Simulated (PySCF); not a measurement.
Input for PySCF: D3(BJ) and D4 dispersion corrections on CH4O (SMILES CO).

```python
from pyscf import gto
from pyscf.dispersion import dftd3, dftd4

mol = gto.M(
    atom='''
    C     0.38733270   -0.58090090    0.42494774
    O     0.26263912    0.75478116    0.90939438
    H    -0.26976574   -0.76405044   -0.43107691
    H     0.09220578   -1.23806904    1.24027692
    H     1.41819412   -0.81699190    0.14291592
    H     0.53956317    1.36427123    0.21838249
    ''',
    basis='def2-svp',
    charge=0, spin=0, verbose=0, max_memory=1800)
d3, d4 = {}, {}
for xc in ['hf', 'pbe', 'blyp', 'revpbe', 'tpss', 'r2scan', 'b3lyp', 'pbe0', 'bhlyp', 'camb3lyp', 'b2plyp']:
    d3[xc] = float(dftd3.DFTD3Dispersion(mol, xc=xc, version='d3bj', atm=False).get_dispersion()['energy'])
    print(f'D3(BJ) {xc:10s} {d3[xc]:14.8f} Eh')
for xc in ['hf', 'pbe', 'blyp', 'revpbe', 'tpss', 'r2scan', 'b3lyp', 'pbe0', 'bhlyp', 'camb3lyp', 'b2plyp']:
    d4[xc] = float(dftd4.DFTD4Dispersion(mol, xc={'camb3lyp': 'cam-b3lyp'}.get(xc, xc), atm=True).get_dispersion()['energy'])
    print(f'D4     {xc:10s} {d4[xc]:14.8f} Eh')
```

Program output:

```
D3(BJ) hf            -0.01963575 Eh
D3(BJ) pbe           -0.00189714 Eh
D3(BJ) blyp          -0.00386934 Eh
D3(BJ) revpbe        -0.00538312 Eh
D3(BJ) tpss          -0.00226429 Eh
D3(BJ) r2scan        -0.00046296 Eh
D3(BJ) b3lyp         -0.00310305 Eh
D3(BJ) pbe0          -0.00150368 Eh
D3(BJ) bhlyp         -0.00226364 Eh
D3(BJ) camb3lyp      -0.00119710 Eh
D3(BJ) b2plyp        -0.00130641 Eh
D4     hf            -0.00705132 Eh
D4     pbe           -0.00152484 Eh
D4     blyp          -0.00362712 Eh
D4     revpbe        -0.00660769 Eh
D4     tpss          -0.00207930 Eh
D4     r2scan        -0.00036107 Eh
D4     b3lyp         -0.00243645 Eh
D4     pbe0          -0.00123258 Eh
D4     bhlyp         -0.00151606 Eh
D4     camb3lyp      -0.00119307 Eh
D4     b2plyp        -0.00104664 Eh
```

The run finished.

Cost: very roughly 0.04 core-seconds.
